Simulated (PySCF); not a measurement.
SnFI₃, SMILES [F][Sn]([I])([I])[I].

The structure is a stationary point at B3LYP-D3(BJ)/def2-SVP. The structure was generated by enumeration; whether it is a known compound was not checked. The def2 effective core potentials stand for the cores of I, Sn; spin–orbit coupling is left out.

All values below come from HF/def2-TZVP (PySCF).

Isolated molecule, no solvent.

```
Quantity                                                                                                         Result
---------------------------------------------------------------------------------------------  ------------------------
total energy                                                                                        -1202.99970 hartree
point group                                                                                                         C3v
highest occupied level                                                                                        -10.66 eV
lowest empty level                                                                                             -0.68 eV
orbital gap                                                                                                     9.99 eV
dipole moment                                                                                                    2.15 D
quadrupole, principal values (traceless, Buckingham form, about the centre of nuclear charge)    -11.32, 5.66, 5.66 D·Å
mean static polarisability                                                                       133.2 bohr³ (19.74 Å³)
polarisability, principal values                                                               93.6, 153.0, 153.0 bohr³
```
